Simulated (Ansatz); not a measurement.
Cost and result for the atomization energy of `C[S][Ge][OH]` (8 atoms, 7 bonds).

Charge 0, multiplicity 1. Correlated methods include outer-core shells of Ge, which these sets cover unevenly. Scalar relativity is left out up to krypton. Geometry: relaxed with PBE0-D4/def2-TZVP. It is one conformer, not always the lowest. Program: Ansatz. Hardware: A = 2 threads of an AMD EPYC 7R13 on a shared host; B = 2 threads of an AMD EPYC 7R13 on a shared host and a share of an NVIDIA H100 80 GB. Times are those of one run each, without the atoms' runs, and a repeat can differ threefold. Electronic energies, without spin–orbit coupling; frozen cores. CCSD(T)/CBS adds CCSD(T) − MP2 in def2-TZVPP to the MP2 limit, and its time is that of the two runs behind it. T1 = 0.014. With those shells the extrapolation isn't a true limit. B3LYP takes the VWN-RPA correlation (the form of Gaussian; ORCA's B3LYP/G).

CCSD(T)/CBS is a level of theory with its own doubt, some kJ/mol a heavy atom from the limit and from the frozen cores, so smaller differences don't rank the functionals.

```tsv
level	functions	atomization (kJ/mol)	difference from CCSD(T)/CBS	per bond
CCSD(T)/CBS(def2)	–	2816.6	0.0	0.0
CCSD(T)/def2-QZVPP [B]	393	2779.8	-36.8	-5.2
B2PLYP/def2-TZVPP [A]	208	2769.4	-47.2	-6.7
CCSD(T)/def2-TZVPP [B]	208	2727.0	-89.6	-12.8
PBE-D4/def2-TZVPP (with forces) [A]	208	2876.6	60.0	8.6
B3LYP-D4/def2-TZVPP (with forces) [A]	208	2800.5	-16.1	-2.3
PBE0-D4/def2-TZVPP [A]	208	2800.6	-16.0	-2.3
r2SCAN-D4/def2-TZVPP (with forces) [A]	208	2819.6	3.0	0.4
ωB97X-V/def2-TZVPP [A]	208	2813.5	-3.1	-0.4
ωB97M-V/def2-TZVPP (with forces) [A]	208	2811.8	-4.8	-0.7
```

Task: Order the runs by time, with rough figures. (Best estimate.)

Result: Computed: CCSD(T)/def2-TZVPP [B] 3.7 s; PBE-D4/def2-TZVPP (with forces) [A] 4.2 s; PBE0-D4/def2-TZVPP [A] 7.5 s; B3LYP-D4/def2-TZVPP (with forces) [A] 9.5 s; r2SCAN-D4/def2-TZVPP (with forces) [A] 11 s; B2PLYP/def2-TZVPP [A] 11 s; ωB97X-V/def2-TZVPP [A] 13 s; CCSD(T)/def2-QZVPP [B] 15 s; CCSD(T)/CBS(def2) 19 s; ωB97M-V/def2-TZVPP (with forces) [A] 20 s.

From PBE to PBE0 (25 % exact exchange), in def2-TZVPP and without D4, the atomization energy moves by −73.1 kJ/mol: exact exchange takes away binding that semilocal exchange gives to molecules. The D4 term adds +29.4 kJ/mol with B3LYP and +15.1 kJ/mol with PBE0; it sums over pairs of atoms, weighted by their polarisabilities, and B3LYP, whose exchange is more repulsive, gets the larger term. In def2-TZVPP, CCSD(T) changes the Hartree–Fock value by +789.4 kJ/mol (the triples alone add +55.4 kJ/mol) and MP2 by +841.2 kJ/mol; breaking electron pairs costs correlation energy, which Hartree–Fock lacks.
